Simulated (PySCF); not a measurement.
## Atomic charges by several schemes

Species: 6-methyl-1-heptene, C8H16.
Atom-mapped SMILES: `[CH2:1]=[CH:2][CH2:3][CH2:4][CH2:5][CH:6]([CH3:7])[CH3:8]` (hydrogens: H9, H10 on C1; H11 on C2; H12, H13 on C3; H14, H15 on C4; H16, H17 on C5; H18 on C6; H19, H20, H21 on C7; H22, H23, H24 on C8)

Structure used (GFN2-xTB), in Å, numbered top down from 1:
```xyz
24
C8H16 angstrom
C      3.863    1.503   -0.179
C      3.147    0.445    0.151
C      1.972   -0.060   -0.622
C      0.690   -0.008    0.215
C     -0.511   -0.529   -0.571
C     -1.799   -0.630    0.253
C     -2.893   -1.297   -0.579
C     -2.278    0.740    0.730
H      4.700    1.836    0.410
H      3.644    2.081   -1.062
H      3.386   -0.117    1.046
H      2.158   -1.097   -0.921
H      1.841    0.535   -1.528
H      0.517    1.024    0.523
H      0.822   -0.610    1.117
H     -0.268   -1.523   -0.957
H     -0.689    0.122   -1.431
H     -1.600   -1.255    1.131
H     -3.112   -0.698   -1.461
H     -2.582   -2.287   -0.906
H     -3.808   -1.400    0.000
H     -1.569    1.188    1.421
H     -2.409    1.410   -0.117
H     -3.233    0.647    1.243
```

Density: PBE0/pcSseg-1 (PySCF); schemes: Mulliken, IAO, Hirshfeld and ESP-fitted. One conformer (not necessarily the lowest) at the GFN2-xTB geometry, without solvent, vibrations or thermal averaging.

Q: Atoms with like bonding are taken together and averaged. Do the Mulliken, IAO, Hirshfeld and ESP-fitted schemes agree on where the charge is highest?

A: The schemes don't all agree: Mulliken H14/H15 (+0.121); IAO H9 (+0.148); Hirshfeld H9 and H11 (+0.043); ESP-fitted C6 (+0.531).

Q: For which atoms does the sign change between the 4 schemes (beyond +0.03 e in one, beyond −0.03 e in another)?

A: C4, C6 and H18.

Q: Tabulate the Mulliken, IAO, Hirshfeld and ESP-fitted charges.

A: In e; atoms taken as equivalent share a row and are averaged (×n: the atom named and its like, n in all):

| atom | environment | Mulliken | IAO | Hirshfeld | ESP-fitted |
| --- | --- | --- | --- | --- | --- |
| C1 | terminal =CH2 carbon | -0.151 | -0.329 | -0.112 | -0.503 |
| C2 | alkene CH carbon | -0.228 | -0.125 | -0.035 | -0.145 |
| C3 | allylic carbon | -0.172 | -0.255 | -0.067 | -0.046 |
| C4 | chain CH2 carbon | -0.246 | -0.246 | -0.066 | +0.084 |
| C5 | chain CH2 carbon | -0.184 | -0.249 | -0.066 | -0.277 |
| C6 | sp3 CH carbon | -0.381 | -0.087 | -0.016 | +0.531 |
| C7/C8 | methyl carbon | -0.210 | -0.417 | -0.119 | -0.576 |
| H9 | vinylic hydrogen | +0.112 | +0.148 | +0.043 | +0.194 |
| H10 | vinylic hydrogen | +0.105 | +0.141 | +0.041 | +0.205 |
| H11 | vinylic hydrogen | +0.101 | +0.138 | +0.043 | +0.142 |
| H12/H13 | methylene hydrogen | +0.120 | +0.134 | +0.040 | +0.057 |
| H14/H15 | methylene hydrogen | +0.121 | +0.127 | +0.034 | +0.010 |
| H16/H17 | methylene hydrogen | +0.109 | +0.122 | +0.034 | +0.052 |
| H18 | methine hydrogen | +0.113 | +0.121 | +0.033 | -0.048 |
| H19 (×6) | methyl hydrogen | +0.108 | +0.135 | +0.038 | +0.130 |

Mean size of the charges over all atoms: ESP-fitted 0.182 e, IAO 0.177 e, Mulliken 0.148 e, Hirshfeld 0.050 e. Each set sums to the total charge, 0, to within 0.002 e. The ESP scheme fits charges at the nuclei, held to the total charge, to the electrostatic potential on points at 1.4 to 2.0 times the van der Waals radii. The Hirshfeld scheme divides the density at each point in proportion to the densities of the neutral, spherically averaged free atoms.

Some averages cover members that differ in this geometry: C7/C8, ESP-fitted -0.621 to -0.530; H19 (×6), ESP-fitted +0.093 to +0.144; H14/H15, ESP-fitted -0.013 to +0.034 e.

Q: How many electrons does the IAO scheme count on C3?

A: Z − q = 6 − (-0.255) = 6.255.

Q: How closely do the schemes follow one another over all atoms?

A: Correlation coefficient and root-mean-square difference: IAO with Hirshfeld 1.00, 0.142 e; Mulliken with IAO 0.87, 0.099 e; Mulliken with Hirshfeld 0.84, 0.118 e; Hirshfeld with ESP-fitted 0.77, 0.212 e; IAO with ESP-fitted 0.73, 0.172 e; Mulliken with ESP-fitted 0.36, 0.247 e.
